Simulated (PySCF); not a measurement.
Several orderings of computed values.

Each SMILES stands for a single optimised conformer of the isolated species, non-relativistic unless stated; the electronic structure was computed with PySCF and density fitting.

The conformers computed, where there is a choice (atom-mapped SMILES and torsion angles):
- `[CH2:1]=[N:2][SiH2:3][CH2:4][CH2:5][NH2:6]`: C1–N2–Si3–C4 -121°, N2–Si3–C4–C5 -98°, Si3–C4–C5–N6 178°, H–N6–C5–C4 -60°, H–N6–C5–C4 58°
- `[NH:1]=[C:2]([C:3]([F:4])([F:5])[F:6])[C:7]([F:8])([F:9])[F:10]`: N1–C2–C3–F4 -2°, N1–C2–C7–F8 118°
- `[CH2:1]=[N:2][NH:3][CH2:4][CH2:5][SiH3:6]`: C1–N2–N3–C4 -160°, N2–N3–C4–C5 86°, N3–C4–C5–Si6 -179°
- `[CH3:1][NH:2][SiH:3]1[CH2:4][NH:5][CH2:6]1`: C1–N2–Si3–C4 93°
- `[CH3:1][C@@H:2]([F:3])[CH2:4][Si+:5]([CH3:6])[CH3:7]`: C1–C2–C4–Si5 -138°, C2–C4–Si5–C6 -79°
- `[CH2:1]=[N:2][SiH2:3][CH2:4][NH:5][CH3:6]`: C1–N2–Si3–C4 -118°, N2–Si3–C4–N5 67°, Si3–C4–N5–C6 178°
- `[CH3:1][CH2:2][P@H+:3]([CH2:4][C:5]#[N:6])[CH:7]([CH3:8])[CH3:9]`: C1–C2–P3–C4 -54°, C2–P3–C4–C5 -176°, C2–P3–C7–C8 66°
- `[CH3:1][O:2][C:3]([CH3:4])([CH3:5])[O:6][SiH2:7][S:8][CH3:9]`: C1–O2–C3–C4 173°, O2–C3–O6–Si7 -47°, C3–O6–Si7–S8 180°, O6–Si7–S8–C9 -46°

The conformers of `N[C@H]1CN[SiH2]C1` aren't listed.

(1) Rank by static isotropic polarisability, lowest first (B3LYP/def2-SVPD at GFN2-xTB geometries).
A. `N=C(C(F)(F)F)C(F)(F)F`
B. `C=N[SiH2]CCN`
C. `C=NNCC[SiH3]`
D. `CN[SiH]1CNC1`
E. `C[C@@H](F)C[Si+](C)C`

(2) Rank by lowest singlet excitation, highest first (TDDFT B3LYP/def2-SVPD at GFN2-xTB geometries).
A. `N=C(C(F)(F)F)C(F)(F)F`
B. `CN[SiH]1CNC1`
C. `C[C@@H](F)C[Si+](C)C`
D. `n1(c(C)nnc1C)C`
E. `C=N[SiH2]CCN`

(3) Rank by dipole moment, lowest first (B3LYP/def2-SVPD at GFN2-xTB geometries).
A. `C=N[SiH2]CCN`
B. `N(C[SiH2]N=C)C`
C. `FC(F)(C(C(F)(F)F)=N)F`
D. `Cc1nnc(C)n1C`
E. `CN[SiH]1CNC1`

(4) Give the two extremes of that set in atomic units.

(5) Rank by HOMO–LUMO gap, highest first (B3LYP/def2-SVPD at GFN2-xTB geometries).
A. `C=N[SiH2]CNC`
B. `C=N[SiH2]CCN`
C. `FC(F)(C(C(F)(F)F)=N)F`
D. `N[C@H]1CN[SiH2]C1`
E. `F[C@H](C)C[Si+](C)C`
F. `C=NNCC[SiH3]`

(6) By how much do the two ends of that ranking differ?

(7) Rank by electronic spatial extent ⟨r²⟩ about the centre of nuclear charge, lowest first (B3LYP/def2-SVPD at GFN2-xTB geometries).
A. `Cc1nnc(C)n1C`
B. `C=N[SiH2]CNC`
C. `C=N[SiH2]CCN`
D. `N=C(C(F)(F)F)C(F)(F)F`

(8) Rank by smallest rotational constant, highest first (GFN2-xTB).
A. `C=N[SiH2]CNC`
B. `CC[P@H+](CC#N)C(C)C`
C. `COC(C)(C)O[SiH2]SC`
D. `C[Si](C)(Cl)Cl`
E. `Cc1nnc(C)n1C`
F. `C[C@@H](F)C[Si+](C)C`
G. `CN[SiH]1CNC1`
H. `C=N[SiH2]CCN`

(9) Give the two extremes of that set in cm⁻¹.

## Answers

(1) A (49.2 au), D (78.2 au), E (81.8 au), B (83.7 au), C (87.3 au).

(2) D (5.64 eV), B (5.32 eV), C (5.01 eV), A (4.82 eV), E (4.02 eV).

(3) E (0.80 D), B (1.03 D), C (1.85 D), A (2.42 D), D (6.05 D).

(4) `CN[SiH]1CNC1`: 0.32 au; `Cc1nnc(C)n1C`: 2.38 au.

(5) D (6.59 eV), C (6.45 eV), E (6.08 eV), F (5.94 eV), B (5.39 eV), A (5.07 eV).

(6) By 1.52 eV, between `N[C@H]1CN[SiH2]C1` and `C=N[SiH2]CNC`.

(7) A (929 bohr²), B (1002 bohr²), C (1107 bohr²), D (1209 bohr²).

(8) D (1.622 GHz), G (1.562 GHz), E (1.331 GHz), A (1.239 GHz), F (1.170 GHz), H (1.089 GHz), B (0.741 GHz), C (0.632 GHz).

(9) `COC(C)(C)O[SiH2]SC`: 0.0211 cm⁻¹; `C[Si](C)(Cl)Cl`: 0.0541 cm⁻¹.
